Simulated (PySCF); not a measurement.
A PySCF script (with the pyscf-properties extension) for the NMR shieldings of `C[C@@H](B)CO/C=C\C[SiH3]`, C6H15BOSi, on a GFN2-xTB geometry:

```python
import basis_set_exchange as bse
import numpy as np
from pyscf import gto, dft
from pyscf.prop import nmr

atoms = """
B     1.619697   -1.914071   -0.658595
C     2.229825   -0.469020   -0.851536
C     2.926655    0.119758    0.379659
C     1.180203    0.518370   -1.378123
O     0.094048    0.526346   -0.475382
C    -0.950358    1.338438   -0.815579
C    -2.022932    1.462670   -0.042866
C    -2.204996    0.719989    1.235639
Si   -3.012920   -0.977626    0.913489
H     1.959011   -2.590705    0.229750
H     0.867317   -2.325044   -1.451585
H     2.981995   -0.561596   -1.649039
H     3.690782   -0.559794    0.747894
H     2.199082    0.284704    1.169713
H     3.397969    1.072955    0.141455
H     0.834809    0.207080   -2.374794
H     1.604393    1.531631   -1.459852
H    -0.848233    1.880420   -1.749424
H    -2.826361    2.101793   -0.373299
H    -1.231556    0.560712    1.699883
H    -2.813957    1.306873    1.923816
H    -3.222281   -1.654889    2.197291
H    -4.311920   -0.773712    0.263294
H    -2.152007   -1.785519    0.052679
"""
names = dict.fromkeys(["B", "C", "O", "Si", "H"], "pcSseg-1")
basis = {el: gto.basis.parse(bse.get_basis(n, elements=[el], fmt="nwchem")) for el, n in names.items()}
mol = gto.M(atom=atoms, basis=basis, charge=0, verbose=0)
mf = dft.RKS(mol, xc="PBE0")
mf.grids.level = 2
mf.grids.alignment = dft.numint.BLKSIZE   # the property module wants whole blocks of grid points
mf.conv_tol = 1e-9
mf.kernel()

calc = nmr.RKS(mf)   # GIAO
C = mf.mo_coeff
Co = C[:, mf.mo_occ > 0]
resp = mf.gen_response(singlet=True, hermi=2)
def vind(x):   # induced exchange potential for any number of trial vectors
    d = np.einsum("pi,xij,qj->xpq", C, 2 * x.reshape(-1, C.shape[1], Co.shape[1]), Co, optimize=True)
    return np.einsum("xpq,pi,qj->xij", resp(d - d.transpose(0, 2, 1)), C, Co, optimize=True).ravel()
mo1, _ = nmr.rhf.solve_mo1(calc, with_cphf=vind)
sigma = calc.kernel(mo1)
for i, s in enumerate(sigma):   # ppm
    print("%2d %-2s %9.2f" % (i, mol.atom_pure_symbol(i), np.trace(s) / 3))
```

Q: What does it print?

A: 
```
 0 B       6.69
 1 C     144.75
 2 C     167.12
 3 C     104.95
 4 O     217.39
 5 C      35.76
 6 C      77.40
 7 C     178.16
 8 Si    426.75
 9 H      23.69
10 H      23.49
11 H      30.52
12 H      30.02
13 H      29.68
14 H      30.60
15 H      27.04
16 H      27.80
17 H      25.56
18 H      26.92
19 H      29.57
20 H      30.45
21 H      27.81
22 H      28.06
23 H      28.17
```

These numbers come from an equivalent density-fitted implementation of the same equations, which agrees with the script to about 0.01 ppm for H and up to a few tenths of a ppm for heavy atoms, so last digits may differ.

Size and cost of the density-fitted run: 235 basis functions, 120 s wall time on 1 thread of an Arm Neoverse N1, shared host; peak memory 1.1 GiB.
